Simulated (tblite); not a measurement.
Compound: C6H8NO (doublet state).
Numbering: `[CH3:1][C:2](=[O:3])[C:4]1=[CH:5][NH:6][CH:7][CH2:8]1` (hydrogens: H9, H10, H11 on C1; H12 on C5; H13 on N6; H14 on C7; H15, H16 on C8)

A start from a force field or distance geometry was refined with GFN2-xTB geometry optimisation, gas phase in tblite 0.8.0. Values at the start:

```csv
coordinate,start
C1–C2,1.474 Å
C1–H9,1.129 Å
C2=O3,1.279 Å
C2–C4,1.455 Å
C4=C5,1.335 Å
C4–C8,1.508 Å
C5–N6,1.425 Å
C5–H12,1.100 Å
N6–C7,1.472 Å
N6–H13,1.043 Å
C7–C8,1.539 Å
C7–H14,1.132 Å
C8–H15,1.102 Å
C1–C2–O3,117.3°
C1–C2–C4,125.3°
O3–C2–C4,117.4°
C4–C5–N6,108.5°
C4–C8–C7,99.4°
C5–C4–C8,108.9°
C5–N6–C7,104.4°
N6–C7–C8,98.3°
C2–C4–C8–C7,-153°
C4–C5–N6–C7,-29°
C5–N6–C7–C8,43°
N6–C7–C8–C4,-40°
```

Question: How do these coordinates change at the GFN2-xTB level?

Answer: 
| coordinate | GFN2-xTB (Å or °) | change |
| --- | --- | --- |
| N6–C7 | 1.348 | -0.124 |
| C5–N6 | 1.353 | -0.072 |
| C7–H14 | 1.069 | -0.063 |
| C7–C8 | 1.486 | -0.053 |
| C2=O3 | 1.227 | -0.052 |
| C1–C2 | 1.516 | +0.042 |
| C4=C5 | 1.376 | +0.041 |
| C1–H9 | 1.089 | -0.040 |
| N6–H13 | 1.009 | -0.034 |
| C5–H12 | 1.071 | -0.029 |
| C2–C4 | 1.436 | -0.019 |
| C8–H15 | 1.099 | -0.003 |
| C4–C8 | 1.510 | +0.002 |
| N6–C7–C8 | 108.7 | +10.4 |
| C1–C2–C4 | 115.6 | -9.7 |
| C5–N6–C7 | 111.8 | +7.4 |
| O3–C2–C4 | 122.6 | +5.2 |
| C1–C2–O3 | 121.8 | +4.5 |
| C4–C8–C7 | 101.7 | +2.3 |
| C4–C5–N6 | 110.0 | +1.5 |
| C5–C4–C8 | 107.8 | -1.1 |
| C5–N6–C7–C8 | 0 | -43 |
| N6–C7–C8–C4 | 0 | +40 |
| C4–C5–N6–C7 | 0 | +29 |
| C2–C4–C8–C7 | 180 | -27 |

The energy falls by 2.361 eV over 78 L-BFGS steps, the largest force on an atom goes from 3.82 to 0.009 eV/Å, and the atoms move by 0.589 Å rms after alignment. The bond that changes most is N6–C7 (ends: nitrogen bonded to 2 C and H; carbon bonded to C, N and H), which shortens by 0.124 Å. Bonds longer at the end by more than 0.005 Å: 2 of 16; shorter: 11. Among the dihedrals that turn most is H14–C7–C8–H15, from -179° to -59°. Rotational constants go from 4554, 1501, 1179 to 4588, 1540, 1170 MHz.

Time: 0.47 s of wall time. Hardware: an Arm Neoverse V1 with one thread, no GPU, shared host.

Its GFN2-xTB frequencies are all real (lowest 94 cm⁻¹). 3 starts were optimised and ended at 0.00, 0.30 and 0.30 kcal/mol (GFN2-xTB); the lowest of these is shown.

One conformer stands for the species.

These are computed values.
